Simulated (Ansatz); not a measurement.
```yaml
crystal:
  periodic: [false, false, false]
  atoms:
    - {symbol: Zn, position_ang: [-2.729022, -1.885934, -1.040084]}
    - {symbol: Si, position_ang: [0.008374, -1.510597, -1.026078]}
    - {symbol: Si, position_ang: [2.252935, 1.486663, -0.088008]}
    - {symbol: Si, position_ang: [-1.208706, -0.125360, 0.961390]}
    - {symbol: Si, position_ang: [0.096883, 0.887547, -0.989357]}
    - {symbol: Si, position_ang: [1.299793, -0.546941, 0.764602]}
    - {symbol: Si, position_ang: [0.279733, 1.694622, 1.417545]}
basis:
  gaussian: {orbitals: def2-TZVPD, initial_orbitals: start.molden}
total_charge: -1
magnetization: {spin_polarized: true, initial_magnetization: 1}
hamiltonian: {xc: {name: wB97X-V}}
scf: {omitted_lower_state_checks: [starts]}
output: {orbitals: {seedname: orbitals}}
```

The file start.molden holds the orbitals of an earlier run on this structure, at another level or in another basis.

```sh
$ ansatz run in.yaml --threads 4 --pin off --events-out ev --progress --plain --max-ram 4787MiB
```

**Question.** Does this run fit into the memory that it is given?

**Answer.** No. It has 309 basis functions, and Ansatz plans for 6 GiB where 5 GiB are given.
